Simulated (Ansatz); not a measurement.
`N#[C][SnH2]` radical. Charge 0, multiplicity 2. Sn: def2 effective core potential.

**Question.** List the harmonic frequencies (cm⁻¹, unscaled) at PBE0-D4/def2-TZVP in Ansatz. (An estimate is asked.)

**Answer.** The calculation gave: 212, 224, 411, 519, 563, 675, 1894, 1932, 2296.

**Question.** Is this a minimum?

**Answer.** Yes, all 9 modes are real.

**Question.** Give the ideal-gas thermochemistry at 298.15 K and 1 bar (rigid rotor, harmonic oscillator; point group Cs, symmetry number 1).

**Answer.** Zero-point energy 52.2 kJ/mol; H(298) − E = 67.1 kJ/mol; entropy 301.8 J/(mol·K), of which translation 171.1, rotation 98.4, vibration 26.6, electronic 5.8; G(298) − E = -22.9 kJ/mol.

**Question.** And at 400, 500, 600, 800 and 1000 K?

**Answer.** 
| T (K) | H − E (kJ/mol) | S (J/mol/K) | G − E (kJ/mol) |
| --- | --- | --- | --- |
| 400 | 74.3 | 322.7 | -54.8 |
| 500 | 82.0 | 339.9 | -87.9 |
| 600 | 90.1 | 354.6 | -122.7 |
| 800 | 107.4 | 379.4 | -196.2 |
| 1000 | 125.8 | 399.9 | -274.2 |

**Question.** Rotational constants (cm⁻¹)?

**Answer.** 3.108, 0.09833, 0.09673.
